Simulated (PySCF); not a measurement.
CF3, SMILES F[C](F)F, multiplicity 2. Geometry: r2SCAN-D4/def2-TZVP. The isomer is the one that the SMILES or the coordinates give; other isomers of the formula were not compared.

Level of theory: r2SCAN-D4/def2-TZVP (PySCF).

Harmonic wavenumbers (cm⁻¹): 504, 504, 698, 1083, 1235, 1235. Rotational constants (GHz): 10.81, 10.81, 5.598; symmetry number 3.

### Question
Work out the zero-point energy and the ideal-gas rigid-rotor harmonic-oscillator thermochemistry at 298.15 K and 1 atm.

### Answer
ZPE = ½ Σ hcν = ½ × 5259 cm⁻¹ = 31.46 kJ/mol. H − E(el) = 42.98 kJ/mol. Entropy in J/(mol K): translation 161.55, rotation 90.07, vibration 7.29, spin 5.76, total 264.68. G − E(el) = -35.94 kJ/mol. Cp = 49.90 J/(mol K).
